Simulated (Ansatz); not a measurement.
Ideal-gas functions of BrClFGa (`[F][Ga]([Cl])[Br]`) at 400 K and 1 bar, from an Ansatz frequency run at PBE0-D4/def2-TZVP.

Molar mass 204.08 g/mol, point group Cs (symmetry number 1), electronic degeneracy 1, moments of inertia 129.381, 409.956, 539.337 u Å². Harmonic wavenumbers (cm⁻¹, unscaled): 103, 151, 161, 310, 455, 709.

Use S(trans) = R[1.5 ln M + 2.5 ln T − 1.1517]; rotational temperatures θ = 24.2544 K / I; S(rot) = R[ln(√π/σ · √(T³/θAθBθC)) + 1.5]; for each mode x = 1.438777 ν̃/T, S = R[x/(eˣ − 1) − ln(1 − e⁻ˣ)] and H = RT x/(eˣ − 1); 1 cm⁻¹ = 0.0119627 kJ/mol; R = 8.31446 J/(mol·K).

Task: By hand: the entropy, in J/(mol·K).

Result: Translation 181.3. Rotation: θ = 0.1875, 0.0592, 0.045 K, giving 123.6. Vibration, mode by mode: 16.62, 13.49, 12.97, 7.83, 5.09, 2.47, in all 58.5. Electronic 0.0. Sum 363.4 J/(mol·K).

Task: By hand: H − E and G − E in kJ/mol, counted from the electronic energy.

Result: Zero-point energy ½ × 1889 × 0.0119627 = 11.3; thermal vibration 11.5; translation, rotation and pV give 4 RT = 13.3. H − E = 36.1 kJ/mol, and G − E = 36.1 − 400 × 363.4/1000 = -109.3 kJ/mol.

Vibration gives 16 % of the entropy, 16.6 J/(mol·K) of it from the mode under 150 cm⁻¹: soft modes count most, and the harmonic formula is weakest for them.
